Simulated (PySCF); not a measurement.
Excitation energy of F(2+) by level of theory

F(2+) [He] 2s2 2p3 (4S) → F(2+) [He] 2s2 2p2 3s1 (4P), as a difference of total energies. Computed with PySCF 2.14 in aug-cc-pVDZ-DK (4s3p2d, 23 functions), with the spin-free X2C one-electron Hamiltonian (Gaussian nucleus). Correlated levels: valence: 1s2 frozen. The calculations carry no spin-orbit coupling.

| method | excitation energy (cm⁻¹) |
| --- | --- |
| UHF | 318100 |
| MP2 (valence) | 318410 |
| SCS-MP2 (valence) | 317260 |
| CCSD (valence) | 316230 |
| CCSD(T) (valence) | 316120 |
| CCSDT (valence) | 316090 |

A first-order spin-orbit estimate (lowest level to lowest level, LS coupling) adds -0.041 eV.

The promoted electron is Rydberg-like, and one or two diffuse shells describe it only roughly, which tends to raise the upper state.
